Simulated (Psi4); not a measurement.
Psi4 input (wB97X-D/6-311+G**):

```
memory 1500 MB

molecule {
-1 2
Si   -0.00000000   -0.00000000   -1.08888770
S     0.00000000    0.00000000    0.95277674
symmetry c1
no_reorient
no_com
}

set {
  basis 6-311+G**
  reference uks
  scf_type pk
  dft_radial_points 99
  dft_spherical_points 590
  e_convergence 1e-8
  d_convergence 1e-7
  maxiter 150
}

e = energy('wb97x-d')
print_out(f'\nFINAL {e:.10f} DIPOLE {variable("CURRENT DIPOLE")[0]:.6f} {variable("CURRENT DIPOLE")[1]:.6f} {variable("CURRENT DIPOLE")[2]:.6f}\n')
```

Q: What final total energy does it give?

A: -687.71504 Eh.
